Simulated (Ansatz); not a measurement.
Process, species as SMILES: CB(S)S [methyl-bis(sulfanyl)borane] → CB([S])S + H atom (the H-S bond at the site shown breaks; other sites are not compared here)
Geometries: B3LYP-D3(BJ)/def2-TZVP minima from Ansatz (a program for electronic structure), one conformer each, not searched for the lowest.

Quantity: bond dissociation energy (electronic energy difference), in kJ/mol. Valence correlation only, unless marked. UHF or UKS for open shells. Spin-orbit coupling is left out. No relativistic terms. Basis-set limits of correlation are two-point, X^-3; Hartree-Fock from the larger set. [CCSD(T)-MP2]/basis is that difference in the basis named.

| level | program | bond dissociation energy (kJ/mol) |
|---|---|---|
| HF/cc-pV(D+d)Z | Ansatz | 277.7 |
| PBE-D4/def2-TZVPD | Ansatz + dftd4 | 371.0 |
| BLYP-D3(BJ)/def2-TZVPD | Ansatz + dftd3 | 368.8 |
| revPBE/def2-TZVPD | Ansatz | 360.8 |
| PBE0-D3(BJ)/def2-TZVP | Ansatz + dftd3 | 372.1 |
| PBE0-D4/def2-TZVPD | Ansatz + dftd4 | 372.3 |
| PBE0/def2-TZVPD | Ansatz | 370.8 |
| CAM-B3LYP/def2-TZVPD | Ansatz | 375.8 |
| LC-wPBE/def2-TZVPD | Ansatz | 369.1 |
| wB97M-V/def2-TZVPD | Ansatz | 385.1 |
| wB97X-V/def2-TZVPD | Ansatz | 382.0 |
| B2PLYP/def2-TZVPD | Ansatz | 372.9 |
| MP2/aug-cc-pV(T+d)Z | Ansatz | 381.9 |
| SCS-MP2/cc-pV(D+d)Z | Ansatz | 363.5 |
| CCSD(T)/STO-3G | Ansatz | 384.0 |
| CCSD(T)/6-31G* | Ansatz | 330.6 |
| CCSD(T)/cc-pV(D+d)Z | Ansatz | 362.8 |
| RI-MP2/CBS(aug-cc-pV(T+d)Z,aug-cc-pV(Q+d)Z)+[CCSD(T)-MP2]/aug-cc-pV(D+d)Z | Ansatz | 391.1 |
| RI-MP2/CBS(aug-cc-pV(T+d)Z,aug-cc-pV(Q+d)Z)+[CCSD(T)-MP2]/aug-cc-pV(Q+d)Z | Ansatz | 388.3 |
| RI-MP2/CBS(cc-pV(T+d)Z,cc-pV(Q+d)Z)+[CCSD(T)-MP2]/cc-pV(Q+d)Z | Ansatz | 388.9 |
| CCSD(T)/CBS(aug-cc-pV(T+d)Z,aug-cc-pV(Q+d)Z) | Ansatz | 387.9 |
